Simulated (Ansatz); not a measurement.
Molecule: AuF (charge 0, singlet). SMILES: [F][Au]
Geometry: optimised at B3LYP-D3(BJ)/def2-TZVP (Ansatz, an electronic-structure program).

Computed values are from Ansatz. Valence correlation only, unless marked. Open shells are spin-unrestricted. No spin-orbit coupling. The frozen core is the preceding noble-gas configuration, with the filled d and f shells of earlier blocks. Past Kr the def2 sets carry scalar-relativistic core potentials. Basis-set limits of correlation are two-point, X^-3; Hartree-Fock from the larger set.

- atomisation energy De = 67.9 kcal/mol at CCSD(T)/CBS(def2-TZVPPD,def2-QZVPPD)
- vertical ionisation energy (to the doublet) = 11.34 eV at CCSD(T)/CBS(def2-TZVPPD,def2-QZVPPD)
- total energy = -234.9576 Eh at CCSD(T)/CBS(def2-TZVPPD,def2-QZVPPD)
- dipole moment = 4.82 D at CCSD(T)/def2-SVPD

The T1 diagnostic of CCSD in the largest basis is 0.029, which is high, so the coupled-cluster rows are less sure than usual.
